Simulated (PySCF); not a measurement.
**Radial density of Nb (niobium, neutral)**

revPBE, [Kr] 4d3 5s2, high-spin 4F determinant (an excited configuration). All numbers are calculated (PySCF 2.14, scalar relativity by spin-free X2C-1e, in aug-cc-pVTZ-DK (9s8p6d3f2g, 102 functions)).

```
r (bohr)  4πr²ρ (e/bohr)  4πr²(ρα − ρβ)
  0.0320           49.69        -0.0011
  0.0539           43.46        -0.0012
  0.0906           59.47         0.0208
   0.152           53.98         0.1390
   0.256           40.28         0.3117
   0.431           42.82         0.1122
   0.726           12.51         0.2162
    1.22           9.578         1.4822
    2.05           2.932         1.2914
    3.45          0.9560         0.3015
    5.81          0.1466        -0.0044
    9.77        0.002786        -0.0008
```

Densities and radii are taken from the X2C orbitals without a picture-change correction, which distorts them close to the nucleus.

**Question.** Where is the radial spin density 4πr²(ρα − ρβ) most negative, and why is it negative at all?

**Answer.** Around r = 5.81 bohr, down to -0.0044 e/bohr: exchange with the open shell polarises the paired shells in an unrestricted calculation.
